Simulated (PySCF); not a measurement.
PySCF input for BiCl2, SMILES [Cl][Bi+][Cl] (connectivity only; charge and spin as stated), charge +1, multiplicity 1, TDDFT-LC-ωPBE/def2-SVPD. Geometry: B3LYP-D3(BJ)/def2-TZVP. The multiplicity is an assumed one; other spin states were not compared. The isomer is the one that the SMILES or the coordinates give; other isomers of the formula were not compared. The def2 effective core potentials stand for the cores of Bi; spin–orbit coupling is left out.

```python
import numpy as np
from pyscf import gto, scf, dft, tdscf

mol = gto.M(
    atom='''
    Bi    0.00000000    0.00000000    0.44407505
    Cl    0.00000000   -1.80657883   -1.08406556
    Cl    0.00000000    1.80657883   -1.08406556
    ''',
    basis='def2-SVPD',
    ecp={'Bi': 'def2-svp'},
    charge=1,
    spin=0,
    symmetry=True,
    max_memory=1600,
    verbose=4,
)
mf = dft.RKS(mol, xc='lc_wpbe').density_fit(auxbasis='def2-universal-jkfit')
mf.grids.level = 3
mf.conv_tol = 1e-9
mf.max_cycle = 100
mf.kernel()
mf.grids = dft.Grids(mol).set(level=1).build(with_non0tab=True)  # coarser grid for the response kernel
td = tdscf.TDDFT(mf)
td.singlet = True
td.nstates = 10
td.conv_tol = 1e-4
td.positive_eig_threshold = 1e-6
td.kernel(x0=td.get_init_guess(mf, 15))
td.analyze()
tt = tdscf.TDA(mf)
tt.singlet = False
tt.nstates = 4
tt.conv_tol = 1e-4
tt.positive_eig_threshold = 1e-6
tt.kernel(x0=tt.get_init_guess(mf, 9))
tt.analyze(verbose=3)
```

Log of the run:

```
PySCF version 2.14.0

[INPUT] verbose = 4
[INPUT] num. atoms = 3
[INPUT] num. electrons = 56
[INPUT] charge = 1
[INPUT] spin (= nelec alpha-beta = 2S) = 0
[INPUT] symmetry True subgroup None
[INPUT] Mole.unit = angstrom
[INPUT] Symbol           X                Y                Z      unit          X                Y                Z       unit  Magmom
[INPUT]  1 Bi     0.000000000000   0.000000000000   0.444075050000 AA    0.000000000000   0.000000000000   0.839180223253 Bohr   0.0
[INPUT]  2 Cl     0.000000000000  -1.806578830000  -1.084065560000 AA    0.000000000000  -3.413939211137  -2.048587009473 Bohr   0.0
[INPUT]  3 Cl     0.000000000000   1.806578830000  -1.084065560000 AA    0.000000000000   3.413939211137  -2.048587009473 Bohr   0.0

nuclear repulsion = 217.212432579838
point group symmetry = C2v
symmetry origin: [0.00000000e+00 0.00000000e+00 1.77666559e-09]
symmetry axis x: [-1. -0. -0.]
symmetry axis y: [0. 1. 0.]
symmetry axis z: [0. 0. 1.]
num. orbitals of irrep A1 = 34
num. orbitals of irrep A2 = 11
num. orbitals of irrep B1 = 15
num. orbitals of irrep B2 = 26
number of shells = 34
number of NR pGTOs = 157
number of NR cGTOs = 86
basis = def2-SVPD
ecp = {'Bi': 'def2-svp'}


[settings echo left out]
init E= -1107.7607496664
HOMO (B2) = -0.774370209435475  LUMO (B1) = -0.713282425536471  gap/eV = 1.66228
cycle= 1 E= -1133.35412076004  delta_E= -25.6  |g|= 1.88  |ddm|= 13.1
HOMO (A1) = -0.48046174147909  LUMO (B1) = -0.165111947852692  gap/eV = 8.58110
cycle= 2 E= -1133.73429651095  delta_E= -0.38  |g|=  1.5  |ddm|= 5.57
HOMO (A1) = -0.606018027936251  LUMO (B1) = -0.301029703390067  gap/eV = 8.29916
cycle= 3 E= -1134.2806569456  delta_E= -0.546  |g|= 0.0999  |ddm|= 2.05
HOMO (A1) = -0.641813315765525  LUMO (B1) = -0.305616343777338  gap/eV = 9.14839
cycle= 4 E= -1134.2840292203  delta_E= -0.00337  |g|= 0.0387  |ddm|= 0.252
HOMO (A1) = -0.638063451297306  LUMO (B1) = -0.303664273146205  gap/eV = 9.09947
cycle= 5 E= -1134.28473584278  delta_E= -0.000707  |g|= 0.00915  |ddm|= 0.0782
HOMO (A1) = -0.638448397800801  LUMO (B1) = -0.302579631988455  gap/eV = 9.13945
cycle= 6 E= -1134.28487079574  delta_E= -0.000135  |g|= 0.0039  |ddm|= 0.0384
HOMO (A1) = -0.637900321134282  LUMO (B1) = -0.302551292598759  gap/eV = 9.12531
cycle= 7 E= -1134.28489462981  delta_E= -2.38e-05  |g|= 0.00115  |ddm|= 0.0178
HOMO (A1) = -0.637978843400568  LUMO (B1) = -0.302634797777611  gap/eV = 9.12518
cycle= 8 E= -1134.28489680712  delta_E= -2.18e-06  |g|= 0.000335  |ddm|= 0.00534
HOMO (A1) = -0.637934213808585  LUMO (B1) = -0.302581115273545  gap/eV = 9.12542
cycle= 9 E= -1134.28489689091  delta_E= -8.38e-08  |g|= 4.34e-05  |ddm|= 0.00116
HOMO (A1) = -0.637929957806044  LUMO (B1) = -0.302575551030478  gap/eV = 9.12546
cycle= 10 E= -1134.28489689261  delta_E= -1.71e-09  |g|= 1.05e-05  |ddm|= 0.000156
HOMO (A1) = -0.637930288792312  LUMO (B1) = -0.302576773214073  gap/eV = 9.12543
cycle= 11 E= -1134.28489689269  delta_E= -7.73e-11  |g|= 3.15e-06  |ddm|= 2.08e-05
HOMO (A1) = -0.637930121465658  LUMO (B1) = -0.302576889451829  gap/eV = 9.12543
Extra cycle  E= -1134.28489689269  delta_E= -2.27e-13  |g|= 1.33e-06  |ddm|= 7.26e-06
converged SCF energy = -1134.28489689269
tot grids = 21392
Overwritten attributes  positive_eig_threshold  of <class 'pyscf.tdscf.rks.TDDFT'>


******** <class 'pyscf.tdscf.rks.TDDFT'> for <class 'pyscf.df.df_jk.DFSymAdaptedRKS'> ********
nstates = 10 singlet
deg_eia_thresh = 1.000e-03
wfnsym = None
conv_tol = 0.0001
eigh lindep = 1e-12
eigh level_shift = 0
eigh max_cycle = 100


Excitation energies (eV)
[3.59043091 3.73510977 4.40526541 4.97344594 5.12386576 5.65909132
 6.14949155 6.26959188 6.31957467 6.60070634]

** Singlet excitation energies and oscillator strengths **
Excited State   1:   B1      3.59043 eV    345.32 nm  f=0.0047
      28 -> 29       -0.70228
Excited State   2:   A2      3.73511 eV    331.94 nm  f=0.0000
      27 -> 29        0.70347
Excited State   3:   B2      4.40527 eV    281.45 nm  f=0.0337
      26 -> 29       -0.68087
      27 -> 30       -0.11027
      28 -> 31       -0.12466
Excited State   4:   B1      4.97345 eV    249.29 nm  f=0.0055
      24 -> 29        0.70083
Excited State   5:   A1      5.12387 eV    241.97 nm  f=0.0105
      24 -> 30        0.11285
      25 -> 29        0.67214
      28 -> 30        0.14891
Excited State   6:   A2      5.65909 eV    219.09 nm  f=0.0000
      23 -> 29        0.70163
Excited State   7:   B2      6.14949 eV    201.62 nm  f=0.0005
      27 -> 30       -0.56369
      28 -> 31        0.39662
Excited State   8:   A1      6.26959 eV    197.75 nm  f=0.0373
      24 -> 30       -0.19999
      27 -> 31       -0.40899
      28 -> 30        0.52020
Excited State   9:   A2      6.31957 eV    196.19 nm  f=0.0000
      25 -> 31       -0.20292
      26 -> 30       -0.66498
Excited State  10:   B1      6.60071 eV    187.83 nm  f=0.0075
      25 -> 30       -0.38979
      26 -> 31       -0.57856

** Transition electric dipole moments (AU) **
state          X           Y           Z        Dip. S.      Osc.
  1         0.2321      0.0000     -0.0000      0.0539      0.0047
  2         0.0000     -0.0000     -0.0000      0.0000      0.0000
  3         0.0000     -0.5590      0.0000      0.3125      0.0337
  4        -0.2126     -0.0000     -0.0000      0.0452      0.0055
  5         0.0000      0.0000      0.2897      0.0839      0.0105
  6        -0.0000     -0.0000     -0.0000      0.0000      0.0000
  7         0.0000      0.0572      0.0000      0.0033      0.0005
  8        -0.0000     -0.0000     -0.4929      0.2430      0.0373
  9         0.0000      0.0000     -0.0000      0.0000      0.0000
 10         0.2151      0.0000      0.0000      0.0463      0.0075

WARN: ECP detected. Skipping calculation of transition velocity and magnetic dipole moments, which have not yet been implemented.

Overwritten attributes  positive_eig_threshold  of <class 'pyscf.tdscf.rks.TDA'>


******** <class 'pyscf.tdscf.rks.TDA'> for <class 'pyscf.df.df_jk.DFSymAdaptedRKS'> ********
nstates = 4 triplet
deg_eia_thresh = 1.000e-03
wfnsym = None
conv_tol = 0.0001
eigh lindep = 1e-12
eigh level_shift = 0
eigh max_cycle = 100


Excitation energies (eV)
[3.04806314 3.58899484 3.60707962 4.08787228]

** Triplet excitation energies and oscillator strengths **
Excited State   1:   B1      3.04806 eV    406.76 nm  f=0.0000
Excited State   2:   A2      3.58899 eV    345.46 nm  f=0.0000
Excited State   3:   B2      3.60708 eV    343.72 nm  f=0.0000
Excited State   4:   A1      4.08787 eV    303.30 nm  f=0.0000
```

Self-consistency was reached.
